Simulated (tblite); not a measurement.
C₂Cl₃ (SMILES Cl[C]=C(Cl)Cl), doublet, at a GFN2-xTB geometry; GFN1-xTB (tblite).

The tblite input:
```
$ tblite run mol.xyz --method gfn1 --charge 0 --spin 1 --spin-polarized --json tblite.json --no-restart

# file mol.xyz
5

Cl     2.35678761    -0.31883422     0.01950333
C      0.77529472    -0.67694562     0.18027512
C     -0.39193325    -0.13280407     0.05323237
Cl    -0.62979944     1.56052421    -0.45358792
Cl    -1.86229222    -0.95589598     0.35167018
```

Task: What does tblite print? Leave out banner, timings and long lists.

Result: 
```
xTB calculator
 | screened Coulomb repulsion
 | Coulomb electrostatics
 |  * isotropic Klopman-Ohno-Mataga-Nishimoto electrostatics
 |  * onsite third-order electrostatics
 | DFT-D3(BJ) dispersion correction
 | Interactions (1)
 | [1] spin polarization

halogen bonding energy    0.0000000000000E+00 Eh
repulsion energy          9.2019389812839E-02 Eh
dispersion energy        -2.4816412953847E-03 Eh
interaction energy        0.0000000000000E+00 Eh
number of electrons       2.9000000000000E+01 e
integral cutoff           1.8692496428791E+01 bohr

------------------------------------------------------------
  cycle        total energy    energy error   density error
------------------------------------------------------------
      1     -16.85089512834  -1.6940433E+01   3.6139760E-01
      2     -16.87012519467  -1.9230066E-02   2.2552072E-01
      3     -16.86826493040   1.8602643E-03   6.1712408E-02
      4     -16.87211532054  -3.8503901E-03   2.0815090E-02
      5     -16.87229330864  -1.7798810E-04   1.2799606E-02
      6     -16.87233090701  -3.7598379E-05   5.3491492E-03
      7     -16.87234300267  -1.2095656E-05   6.8636763E-04
      8     -16.87234305494  -5.2272181E-08   3.7016177E-04
      9     -16.87234323440  -1.7945763E-07   4.2901176E-05
     10     -16.87234323529  -8.8916607E-10   9.7029817E-06
------------------------------------------------------------

electronic energy        -1.6961880983806E+01 Eh
total energy             -1.6872343235288E+01 Eh

Post processing:
 | Mayer-Wiberg bond orders

[Info] JSON dump of results written to 'tblite.json'
```
